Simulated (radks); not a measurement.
Problem. Successive ionisation energies (eV) of one element, from differences of total energies of ions in their ground configurations, starting at charge 22: 1099.1, 1153.3, 1207.0, 1278.9, 1335.8, 1392.0, 1525.3, 1587.0, 3815.5, 3974.8, 4132.5, 4348.5, 4516.7, 4682.9, 4992.8, 5154.9, 21549, 22247. All-electron calculation, scalar-relativistic Kohn-Sham, PBE, spin-polarised, spherical densities, finite nucleus; open shells are filled with parallel spins first (spin-orbit coupling, left out, can overturn this in heavy ions); Fermi nuclear charge, rms radius 4.2694 fm. Program: a radial shooting solver on a logarithmic mesh with Libxc functionals. Which element is it?

Solution. Zirconium (Z = 40). The first species listed is Zr22+ in [Ar], the last Zr39+ in 1s1.
